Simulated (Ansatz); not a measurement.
Reaction (redistribution): `[SiH3]N[SiH2]O[SiH3]` + `C=C[SiH2]Br` → `C=C[SiH2]O[SiH3]` + `[SiH3]N[SiH2]Br`

Computed with Ansatz on PBE0-D4/def2-TZVP structures; ΔE is electronic, products minus reactants. CCSD(T)/CBS adds triple-zeta CCSD(T) − MP2 to the extrapolated MP2 energy (def2 sets, frozen cores). Functionals use def2-TZVPP. B3LYP here is the variant with VWN-RPA as its local correlation; programs differ in this. For Br outer-core shells are correlated without core-valence functions, which leaves a few kJ/mol of doubt a bond. Scalar relativity is left out up to krypton. One conformer a species, not always the lowest.

| level | ΔE (kJ/mol) | difference from CCSD(T)/CBS |
| --- | --- | --- |
| PBE-D4 | 7.7 | 0.1 |
| r2SCAN-D4 | 7.0 | -0.6 |
| PBE0-D4 | 7.7 | 0.1 |
| B3LYP-D4 | 6.9 | -0.7 |
| ωB97X-V | 7.3 | -0.3 |
| ωB97M-V | 7.7 | 0.1 |
| B2PLYP | 7.1 | -0.5 |
| PBE | 7.3 | -0.3 |
| r2SCAN | 6.7 | -0.9 |
| PBE0 | 7.3 | -0.3 |
| B3LYP | 6.3 | -1.3 |
| HF/def2-TZVPP | 6.1 | -1.5 |
| MP2/def2-TZVPP | 8.4 | 0.8 |
| SCS-MP2/def2-TZVPP | 7.9 | 0.3 |
| CCSD/def2-TZVPP | 7.5 | -0.1 |
| CCSD(T)/def2-TZVPP | 8.0 | 0.4 |
| HF/def2-QZVPP | 6.2 | -1.4 |
| MP2/def2-QZVPP | 8.2 | 0.6 |
| SCS-MP2/def2-QZVPP | 7.7 | 0.1 |
| HF/CBS(def2) | 6.2 | -1.4 |
| MP2/CBS(def2) | 8.0 | 0.4 |
| CCSD/CBS(def2) | 7.2 | -0.4 |
| CCSD(T)/CBS | 7.6 | 0 |

Largest T1 diagnostic among the species: 0.011.
